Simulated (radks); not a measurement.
Correlation energies from several functionals, in hartree. Species: Ar [Ar]; Be [He] 2s2; Be+ [He] 2s1. All-electron calculation, non-relativistic Kohn-Sham, exchange-only B88, spin-polarised, spherical densities, point nucleus. Program: a radial shooting solver on a logarithmic mesh with Libxc functionals. Every spin shell is full or empty, so the densities are truly spherical. Functionals are evaluated on that one density, not self-consistently.

| functional | Ar | Be | Be+ |
|---|---|---|---|
| PW92 | -1.4227 | -0.22383 | -0.17269 |
| Wigner | -0.92942 | -0.18329 | -0.10846 |
| Chachiyo | -1.3968 | -0.21866 | -0.16928 |
| PBE | -0.70271 | -0.084758 | -0.053735 |
| PBEsol | -0.81571 | -0.10380 | -0.068571 |
| LYP | -0.75101 | -0.094907 | -0.061515 |
| P86 | -0.79863 | -0.092767 | -0.054621 |
| PW91 | -0.76709 | -0.093521 | -0.061822 |
| AM05 | -1.2923 | -0.19594 | -0.15096 |
| OP (B88) | -0.72481 | -0.099352 | -0.068467 |
| Tao-Mo | -0.64844 | -0.063846 | -0.036968 |
